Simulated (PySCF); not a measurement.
**Computed spin Hamiltonian**

Species: C3H9Si2 (doublet state).
Structure used (GFN2-xTB), in Å, numbered top down from 1:
```xyz
14
C3H9Si2 angstrom
C     -1.593   -1.687   -0.119
C     -1.141   -0.481   -0.267
C     -0.005    0.349   -0.523
Si    -0.330    1.819    0.668
Si     1.686   -0.537   -0.287
H     -2.617   -1.890    0.162
H     -0.987   -2.581   -0.287
H     -0.052    0.726   -1.549
H     -1.580    2.460    0.262
H      0.768    2.790    0.595
H     -0.432    1.299    2.030
H      1.766   -1.038    1.084
H      1.760   -1.649   -1.236
H      2.758    0.422   -0.555
```

The hyperfine couplings belong to this conformer and change with its torsions.

Identity: `C=[C]C([SiH3])[SiH3]` [radical].

Level of theory: UKS B3LYP, pcH-1 on C H Si, non-relativistic, mean-field spin-orbit, GIAO in PySCF 2.14.0. Geometry: GFN2-xTB, one conformer, isolated molecule. A GFN2-xTB geometry isn't a minimum of the functional, and hyperfine couplings can be far from their values at a DFT geometry. The SCF solution wasn't tested for stability.

- g1, g2, g3: 2.00132, 2.00215, 2.00320
- g_iso: 2.00222
- Form of g: rhombic: the two nearest values differ by 44 % of g3 − g1
- ⟨S²⟩: 0.7579 (exact 0.7500)
- α and β electrons: 28, 27
- HOMO–LUMO gap, α and β orbitals: 5.36, 5.27 eV
- Total energy: -698.65142 Eh

Hyperfine couplings atom by atom, in MHz; T1 to T3 are the principal values of the dipolar part:

```csv
atom,isotope,a_iso,of which spin–orbit,T1,T2,T3,Mulliken spin population
C1,13C,0.9,0.0,-16.3,1.4,14.9,-0.15
C2,13C,230.9,-0.1,-76.8,-58.5,135.3,0.91
C3,13C,18.8,0.0,-6.6,-3.8,10.4,-0.03
Si4,29Si,-78.4,0.0,-7.3,3.0,4.3,0.03
Si5,29Si,-95.5,0.1,-22.7,10.9,11.7,0.08
H6,1H,107.9,0.0,-6.2,-4.8,11.0,0.04
H7,1H,170.6,0.0,-4.4,-1.8,6.1,0.09
H8,1H,7.3,0.0,-5.5,-4.0,9.6,0.00
H9,1H,-2.1,0.0,-3.9,-2.1,6.0,0.00
H10,1H,25.4,0.0,-1.7,-1.3,2.9,0.02
H11,1H,-0.4,0.0,-3.1,-2.1,5.2,0.00
H12,1H,-3.6,0.0,-2.3,-1.3,3.6,0.00
H13,1H,0.9,0.0,-2.4,-1.0,3.5,0.00
H14,1H,15.7,0.0,-2.2,-0.6,2.9,0.01
```

The largest Mulliken spin populations are on C2 (+0.91), C1 (-0.15), H7 (+0.09) and Si5 (+0.08). No atom but C2 exceeds +0.15.

Axes: g1 points within 4° of the C2–C3 bond and g2 points within 6° of the C1–H7 bond.

Under fast tumbling the dipolar parts average out, and these isotropic splittings remain: 1 × 1H (H7, I = 1/2, 2 lines) with 6.09 mT, 1 × 1H (H6, I = 1/2, 2 lines) with 3.85 mT, 1 × 1H (H8, I = 1/2, 2 lines) with 0.26 mT and 6 × 1H (H9 (×6), I = 1/2, 7 lines) with 0.21 mT.

Means are taken over nuclei equivalent by connectivity, which assumes that they swap fast. The six 1H nuclei of mean +6.0 MHz run from -3.6 to 25.4 MHz in the frozen geometry.

The 13C coupling of C2 (230.9 MHz) shows only in satellite lines or after enrichment, since that isotope makes up about 1.07 % of natural carbon.

The 29Si coupling of Si4/Si5 (mean -86.9 MHz) shows only in satellite lines or after enrichment, since that isotope makes up about 4.7 % of natural silicon.

Hardware: one thread, Intel Xeon at 2.60 GHz (x86_64), no GPU, shared host with 128 logical CPUs at a one-minute load of 13. Cost: 45 s (grids of density and orbitals included), 0.89 GiB resident at most.
